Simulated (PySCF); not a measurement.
Stepwise substitution at one centre (Ga Cl-NH2). Gas-phase values, no solvent. One relaxed conformer stands for each flexible species; it need not be the lowest. Strings in code marks are SMILES.

Calculation: PySCF with PBE-D3(BJ)/def2-TZVP. Excitations are Tamm–Dancoff values on a coarser integration grid. The basis has no diffuse functions, so Rydberg states are missing or too high.

```tsv
species	HOMO–LUMO gap (eV)	S1–T1 gap (TDA) (eV)	S1 oscillator strength
0 of 3 Cl replaced by NH2 (`[Cl][Ga]([Cl])[Cl]`)	[?]	0.32	0.000
1 of 3 Cl replaced by NH2 (`[NH2][Ga]([Cl])[Cl]`)	4.58	0.52	[?]
2 of 3 Cl replaced by NH2 (`[NH2][Ga]([NH2])[Cl]`)	4.70	0.36	[?]
3 of 3 Cl replaced by NH2 (`[NH2][Ga]([NH2])[NH2]`)	4.61	0.36	0.012
```

### Question
Some entries are withheld; supply them.

### Answer

- 0 of 3 Cl replaced by NH2 (`[Cl][Ga]([Cl])[Cl]`), HOMO–LUMO gap (eV): 4.96
- 1 of 3 Cl replaced by NH2 (`[NH2][Ga]([Cl])[Cl]`), S1 oscillator strength: 0.017
- 2 of 3 Cl replaced by NH2 (`[NH2][Ga]([NH2])[Cl]`), S1 oscillator strength: 0.005
